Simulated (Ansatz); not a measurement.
Relaxation of CH$_{5}$FSeSi (9 atoms, charge 0, multiplicity 1), to a largest force component of 0.015 eV/Å in at most 40 steps.

These are results of Ansatz 0.2.0, RKS BHLYP/def2-mTZVP, not measurements.

```xyz
9
Properties=species:S:1:pos:R:3:forces:R:3
F -0.643 0.185 -1.705 -0.47 0.15 -0.80
C -0.121 0.689 -0.548 1.46 0.47 -0.34
Si 0.768 -0.700 0.277 0.36 -2.11 -0.74
Se -1.430 1.382 0.632 -1.95 -0.73 0.32
H 0.597 1.501 -0.802 -0.82 -0.44 0.25
H 1.817 -1.232 -0.653 -0.25 0.20 0.26
H -0.179 -1.835 0.549 0.21 0.53 -0.09
H 1.379 -0.297 1.489 0.49 0.46 0.96
H -2.275 0.063 0.601 0.97 1.47 0.17
```

Task: Where does it end, and by what steps?

Result: The run converged. After 8 steps the energy has fallen by 0.332 eV; Se4 moved furthest, 0.23 Å.

| step | energy less start (eV) | largest force component (eV/Å) | accepted |
| --- | --- | --- | --- |
| 0 | 0.0000 | 2.107 | yes |
| 1 | -0.2909 | 0.887 | yes |
| 2 | -0.3187 | 0.225 | yes |
| 3 | -0.3263 | 0.124 | yes |
| 4 | -0.3294 | 0.126 | yes |
| 5 | -0.3315 | 0.039 | yes |
| 6 | -0.3298 | 0.102 | no |
| 7 | -0.3317 | 0.040 | yes |
| 8 | -0.3317 | 0.012 | yes |

```xyz
9
Properties=species:S:1:pos:R:3
F -0.536 0.291 -1.838
C -0.117 0.672 -0.574
Si 0.783 -0.776 0.260
Se -1.598 1.379 0.475
H 0.538 1.526 -0.697
H 1.801 -1.308 -0.660
H -0.200 -1.822 0.583
H 1.423 -0.280 1.487
H -2.183 0.074 0.803
```

Time of the run: 25 s on 2 threads of Intel(R) Xeon(R) Platinum 8488C (Sapphire Rapids), with other jobs on the host, peak memory 0.28 GiB.
